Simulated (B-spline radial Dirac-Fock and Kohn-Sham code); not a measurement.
Z = 44 (ruthenium), transition energy 200 keV. Calculated with a B-spline atomic structure program, using a Dirac-Hartree-Slater potential of the neutral atom with a Latter tail (no hole, which puts coefficients of high multipoles low close above an edge), finite nucleus with surface currents. Subshells that would emit electrons below 1 keV are left out.

Problem. A pure transition shows α(K) = 1.22, L1/L2 = 7.29 and L1/L3 = 5.03. What is its multipolarity?
A. E4
B. E2
C. M2
D. E1
E. M4
F. E3
G. M3
H. M1

Solution. G. For comparison, α(K), L1/L2, L1/L3 are E1 0.0167, 19.3, 13.1; E2 0.0922, 4.01, 3.75; E3 0.432, 1.13, 1.25; E4 1.94, 0.437, 0.526; M1 0.0411, 20.8, 65.6; M2 0.236, 11.5, 17.4; M4 6.22, 5.17, 2.28.
